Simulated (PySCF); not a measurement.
Compound: Al(CCH)3, C6H3Al.
SMILES: `C#[C][Al]([C]#C)[C]#C`

The closed-shell ground state was solved at several levels (PySCF, density fitting, gas phase, non-relativistic). Isolated species at its PBE0-D3(BJ)/def2-SVP geometry, gas phase.

```
                          level  basis functions  total energy (Eh)  HOMO (eV)  LUMO (eV)  gap (eV)  dipole (D)
 PBE0/pcSseg-1 (pcSseg-2 on Al)              160          -472.2886      -8.07      -2.05      6.02        0.04
              wB97X-D/def2-SVPD              168          -472.3667      -9.96      -0.39      9.57        0.03
B3LYP/pcSseg-1 (pcSseg-2 on Al)              160          -472.7342      -7.79      -2.23      5.56        0.04
```

Task: Estimate the row for PBE/pcSseg-1 (pcSseg-2 on Al), a basis of 160 functions; the other rows only guide the guess.

Result: Total energy -472.2630 Eh, HOMO -6.86 eV, LUMO -2.82 eV, gap 4.04 eV, dipole 0.04 D.

Task: Over all these levels, which gives the widest orbital gap and which the narrowest?

Result: wB97X-D/def2-SVPD (range-separated hybrid) has the widest, 9.57 eV, and PBE/pcSseg-1 (pcSseg-2 on Al) (GGA) the narrowest, 4.04 eV. Functional and basis both differ between the two, so the spread mixes both effects.

Task: In the pcSseg-1 (pcSseg-2 on Al) basis, how does the gap go with the fixed share of exact exchange?

Result: PBE (0 %) 4.04 eV; B3LYP (20 %) 5.56 eV; PBE0 (25 %) 6.02 eV. Each rise in the share widens the gap here.

Task: How far do the dipole and the HOMO energy spread over the levels?

Result: The dipole runs from 0.03 to 0.04 D (mean 0.04 D) and the HOMO from -9.96 to -6.86 eV.

The pairwise dispersion term of wB97X-D wasn't added to the energies; at a given geometry it leaves orbitals and properties as they are.
